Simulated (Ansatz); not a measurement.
Spectroscopic constants of NiN, multiplicity 4 (lowest of 2S+1 = 2, 4, 6 at CCSD(T)/def2-TZVPP on PBE0 minima; our sources give no spin for the ground state, which may be another). No spin–orbit coupling. Ni is treated without relativity. The T1 diagnostic near the minimum is 0.082, so single-reference values are doubtful.

Seven points along R, fitted to fifth degree in 1/R; most abundant isotopes. Runs in def2 and cc sets follow the lowest solution found near the PBE0 minimum.

Correlated levels freeze the inner cores; with def2 sets outer-core shells near the valence are correlated too.

The values were computed with Ansatz (Gaussian basis) for Hartree–Fock, density functionals and correlated methods. Values without a source in brackets are computed.

```json
[
 {"level": "SVWN5/def2-TZVPP", "r_e (Å)": "1.584", "ω_e (cm⁻¹)": "904", "ω_e x_e (cm⁻¹)": "6.2", "dipole (D)": "3.36"},
 {"level": "PBE/def2-TZVPP", "r_e (Å)": "1.614", "ω_e (cm⁻¹)": "836", "ω_e x_e (cm⁻¹)": "6.7", "dipole (D)": "3.42"},
 {"level": "r2SCAN/def2-TZVPP", "r_e (Å)": "1.600", "ω_e (cm⁻¹)": "832", "ω_e x_e (cm⁻¹)": "11", "dipole (D)": "3.47"},
 {"level": "B3LYP/def2-TZVPP", "r_e (Å)": "1.642", "ω_e (cm⁻¹)": "?", "ω_e x_e (cm⁻¹)": "15", "dipole (D)": "3.88"},
 {"level": "PBE0/def2-TZVPP", "r_e (Å)": "1.654", "ω_e (cm⁻¹)": "540", "ω_e x_e (cm⁻¹)": "-4.7", "dipole (D)": "4.10"},
 {"level": "wB97X-V/def2-TZVPP", "r_e (Å)": "1.647", "ω_e (cm⁻¹)": "530", "ω_e x_e (cm⁻¹)": "-2.7", "dipole (D)": "4.37"},
 {"level": "CCSD/def2-TZVPP", "r_e (Å)": "1.656", "ω_e (cm⁻¹)": "576", "ω_e x_e (cm⁻¹)": "14", "dipole (D)": "-"},
 {"level": "CCSD(T)/def2-TZVPP", "r_e (Å)": "?", "ω_e (cm⁻¹)": "?", "ω_e x_e (cm⁻¹)": "25", "dipole (D)": "-"}
]
```

Problem. What belongs in the gaps?

Solution. 
- CCSD(T)/def2-TZVPP, r_e (Å): 1.613
- CCSD(T)/def2-TZVPP, ω_e (cm⁻¹): 860
- B3LYP/def2-TZVPP, ω_e (cm⁻¹): 644

Doubts at one or more of the structures used: T1 above 0.05 (CCSD/def2-TZVPP, CCSD(T)/def2-TZVPP).

Ansatz is a first-principles code.
